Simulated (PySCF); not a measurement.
**Field gradients at the hydrogen positions**

Compound: C5H9F3P2.
SMILES with atom numbers: `[CH3:1][P:2]([CH2:3][CH2:4][PH2:5])[C:6]([F:7])=[C:8]([F:9])[F:10]` (hydrogens: H11, H12, H13 on C1; H14, H15 on C3; H16, H17 on C4; H18, H19 on P5)

Structure used (PBE0-D3(BJ)/def2-SVP), in Å, numbered top down from 1:
```
atom  x, y, z in Å
C1     0.270   -1.542    1.152
P2     0.282    0.250    0.693
C3    -0.483    0.161   -1.007
C4    -1.936   -0.300   -1.022
P5    -3.192    0.684   -0.054
C6     2.013    0.362    0.142
F7     2.483   -0.541   -0.740
C8     2.872    1.300    0.555
F9     4.113    1.382    0.156
F10    2.574    2.242    1.409
H11    0.833   -1.673    2.088
H12   -0.766   -1.862    1.338
H13    0.714   -2.178    0.372
H14    0.133   -0.498   -1.642
H15   -0.405    1.179   -1.425
H16   -2.023   -1.343   -0.673
H17   -2.304   -0.316   -2.062
H18   -2.730    1.981   -0.443
H19   -2.478    0.725    1.185
```

Level: PBE0/pcSseg-1 (PySCF, non-relativistic); Q(2H) = 0.00286 b; rigid geometry, the same for H and D, with no vibrational averaging.

**Question.** Rank these positions by the coupling χzz of a deuteron there, largest first.
A. H13 (methyl hydrogen)
B. H14 (methylene hydrogen)
C. H19 (P–H hydrogen)

**Answer.** A (196 kHz), B (190 kHz), C (110 kHz).

**Question.** Give the electric field gradient Vzz (the principal value of largest size), its asymmetry and the 2H coupling at each hydrogen.

**Answer.** 
```json
{"atom": "H11", "bonded to": "C1", "bond length (Å)": "1.100", "Vzz (au)": "0.2952", "η": "0.02", "χzz (kHz)": "198"}
{"atom": "H12", "bonded to": "C1", "bond length (Å)": "1.100", "Vzz (au)": "0.2955", "η": "0.02", "χzz (kHz)": "199"}
{"atom": "H13", "bonded to": "C1", "bond length (Å)": "1.100", "Vzz (au)": "0.2920", "η": "0.01", "χzz (kHz)": "196"}
{"atom": "H14", "bonded to": "C3", "bond length (Å)": "1.103", "Vzz (au)": "0.2832", "η": "0.02", "χzz (kHz)": "190"}
{"atom": "H15", "bonded to": "C3", "bond length (Å)": "1.103", "Vzz (au)": "0.2853", "η": "0.03", "χzz (kHz)": "192"}
{"atom": "H16", "bonded to": "C4", "bond length (Å)": "1.103", "Vzz (au)": "0.2858", "η": "0.03", "χzz (kHz)": "192"}
{"atom": "H17", "bonded to": "C4", "bond length (Å)": "1.103", "Vzz (au)": "0.2868", "η": "0.03", "χzz (kHz)": "193"}
{"atom": "H18", "bonded to": "P5", "bond length (Å)": "1.430", "Vzz (au)": "0.1669", "η": "0.09", "χzz (kHz)": "112"}
{"atom": "H19", "bonded to": "P5", "bond length (Å)": "1.430", "Vzz (au)": "0.1640", "η": "0.11", "χzz (kHz)": "110"}
```

**Question.** Average by the element that carries the hydrogen.

**Answer.** on C: 194 kHz over 7 positions, mean bond length 1.102 Å; on P: 111 kHz over 2 positions, mean bond length 1.430 Å.

**Question.** A static deuteron (I = 1) shows a doublet split by (3/2)χ, (3/4)χ(1 + η) and (3/4)χ(1 − η) with the field along z, y and x of the gradient. What are these for H12?

**Answer.** With |χ| = 198.6 kHz and η = 0.018: 298, 152 and 146 kHz, to first order and without motion.

Geometry: PBE0-D3(BJ)/def2-SVP, one conformer, isolated molecule. These gradients aren't converged with respect to the basis.
